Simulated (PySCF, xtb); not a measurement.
Mo(O)(Cl)(OH)3 (ClH₃MoO₄), SMILES [Cl][Mo]([OH])([OH])([OH])=[O], multiplicity 1. The values are those of a single conformer.

Harmonic wavenumbers (cm⁻¹) from GFN2-xTB run with xtb 6.7.1 at its own minimum, in rising order: 82, 172, 189, 231, 237, 256, 266, 322, 345, 373, 398, 418, 423, 454, 558, 595, 657, 899, 3583, 3596, 3638.

What does B3LYP-D3(BJ)/def2-SVP (PySCF 2.14.0) give at its own minimum? (Estimate from the structure and the level; the computed values follow.)

53, 136, 218, 236, 270, 282, 304, 324, 342, 412, 436, 604, 661, 674, 737, 745, 807, 1066, 3802, 3807, 3817. Paired by order, the mean absolute difference is 104 cm⁻¹ and the zero-point energies are 25.3 and 28.2 kcal/mol.
